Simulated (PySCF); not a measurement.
PySCF input file for H4O, SMILES [OH4+2], charge +2, PBE0/pcSseg-2. Geometry: r2SCAN-D4/def2-TZVPD.

```python
import numpy as np
from pyscf import gto, scf, dft
from pyscf.prop.nmr import rks as nmr

mol = gto.M(
    atom='''
    O    -0.00000000   -0.00000000    0.00000000
    H    -0.60285127    0.60285127   -0.60285127
    H     0.60285127    0.60285127    0.60285126
    H     0.60285127   -0.60285127   -0.60285127
    H    -0.60285127   -0.60285126    0.60285128
    ''',
    basis='pcSseg-2',
    charge=2,
    spin=0,
    max_memory=1600,
    verbose=3,
)
mf = dft.RKS(mol, xc='pbe0')
mf.grids.level = 3
mf.conv_tol = 1e-10
mf.max_cycle = 100
mf.kernel()
n = nmr.NMR(mf)
n.verbose = 2
n.max_cycle_cphf = 60
sigma = n.kernel()
print('atom   isotropic/ppm   span/ppm')
for i, s in enumerate(sigma):
    w = np.linalg.eigvalsh((s + s.T) / 2)
    print(f'{mol.atom_symbol(i):2s}{i + 1:3d} {w.mean():14.3f} {w[2] - w[0]:11.3f}')
```

Program output:

```
converged SCF energy = -76.5706498054182
atom   isotropic/ppm   span/ppm
O   1        283.860       0.000
H   2         17.552      20.678
H   3         17.552      20.678
H   4         17.552      20.678
H   5         17.552      20.678
```

Self-consistency was reached.
